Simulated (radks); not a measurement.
Ionisation ladder of lutetium, from Lu I to Lu VII. Each ion is in the ground configuration listed by NIST, and IE = E(next ion) - E(this ion). All-electron calculation, Dirac Kohn-Sham, PBE, spin-unpolarised, spherical densities, finite nucleus; open shells fill j = l - 1/2 first; Fermi nuclear charge, rms radius 5.37 fm. Program: a radial shooting solver on a logarithmic mesh with Libxc functionals.

species,configuration,E (hartree),"IE, Delta-SCF (eV)",-e(HOMO) (eV),HOMO,<r> HOMO (bohr),"IE, NIST (eV)",kind,error (eV)
Lu I,[Xe] 4f14 5d1 6s2,-14579.2060,5.449,1.867,5d3/2,2.85,5.426,exp.,+0.023
Lu II,[Xe] 4f14 6s2,-14579.0058,14.267,11.044,6s1/2,3.27,14.13,semi-emp.,+0.137
Lu III,[Xe] 4f14 6s1,-14578.4815,21.064,17.574,6s1/2,3.06,20.959,exp.,+0.105
Lu IV,[Xe] 4f14,-14577.7074,45.886,35.470,4f7/2,0.723,45.25,semi-emp.,+0.637
Lu V,[Xe] 4f13,-14576.0211,68.331,56.721,4f7/2,0.688,66.8,semi-emp.,+1.531
Lu VI,[Xe] 4f12,-14573.5100,108.37,80.302,4f7/2,0.660,98,theory,+10.4
Lu VII,[Kr] 4d10 4f13 5s2 5p4,-14569.5277,113.08,92.590,4f7/2,0.672,117,theory,-3.9

Reference values: NIST Atomic Spectra Database (exp. = measured, semi-emp. = semi-empirical, theory = theoretical value adopted there). The ionisation energy per charge of the ion left behind rises most, in proportion, at Lu IV ([Xe] 4f14), from 7.021 to 11.471 eV. Against the entries that are not theoretical the mean signed error is +1.1 % and the largest +2.3 %. Spin polarisation and multiplet splitting are left out, so open shells lie too high by an amount that depends on their filling.

Beside tabulated values, note that spin-unpolarised runs miss the spin-polarisation part of the exchange energy of open shells.
